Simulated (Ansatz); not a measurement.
Ansatz results at the PBE0-D4/def2-TZVP geometry: HOMO energy (PBE/def2-TZVPP) -6.75 eV; HOMO–LUMO gap (ωB97M-V/def2-TZVPP) 11.68 eV; size of the dipole moment (B3LYP/def2-TZVPP) 0.41 D.

Each molecule was computed in one conformer, which needn't be the lowest.

Problem. Which molecule gave them?
A. `O=C(O[SiH3])[SiH2]F`
B. `CC(=S)CI`
C. `O[SiH2]C[SiH2]S`
D. `C[SiH2][B]([AlH2])[SiH3]`

Solution. A. The others give `O[SiH2]C[SiH2]S`: -6.15, 11.02, 2.36; `CC(=S)CI`: -5.40, 8.23, 2.19; `C[SiH2][B]([AlH2])[SiH3]`: -6.08, 8.19, 0.85.

B3LYP here is the variant with VWN-RPA as its local correlation; programs differ in this.
